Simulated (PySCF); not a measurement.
C4H4N, SMILES C1=C[N]C=C1, multiplicity 2.

Geometry: r2SCAN-D4/def2-SVP. The isomer is the one that the SMILES or the coordinates give; other isomers of the formula were not compared.

All values below come from r2SCAN-D4/def2-SVP run with PySCF.

Harmonic, unscaled wavenumbers; measured fundamentals usually lie a few per cent lower.

Computed harmonic wavenumbers and intensities:
```
mode  ν (cm⁻¹)  IR (km/mol)  moving atoms (share of kinetic energy)
----  --------  -----------  --------------------------------------
1          480          0.0                          C 57 %, H 43 %
2          540         20.8                  H 44 %, N 34 %, C 22 %
3          698          7.6                          C 77 %, N 18 %
4          708         54.6                          H 84 %, C 12 %
5          815          0.0                          H 63 %, C 37 %
6          840          1.4                          H 51 %, C 43 %
7          877         12.5                  C 44 %, N 38 %, H 17 %
8          917          0.0                          H 70 %, C 30 %
9          930          0.0                          C 53 %, H 46 %
10        1038          0.9                  H 62 %, C 28 %, N 10 %
11        1088         42.1                          H 62 %, C 35 %
12        1103          4.1                  C 53 %, N 32 %, H 15 %
13        1208          3.0                          C 57 %, H 36 %
14        1282          0.1                          H 80 %, C 20 %
15        1350         55.2                   C 46 %, H 46 %, N 8 %
16        1449         27.7                  C 62 %, H 20 %, N 18 %
17        1572          0.4                          C 82 %, H 16 %
18        3196         18.0                           H 92 %, C 8 %
19        3200          1.6                           H 91 %, C 9 %
20        3234          3.4                           H 92 %, C 8 %
21        3254          0.7                          H 90 %, C 10 %
```
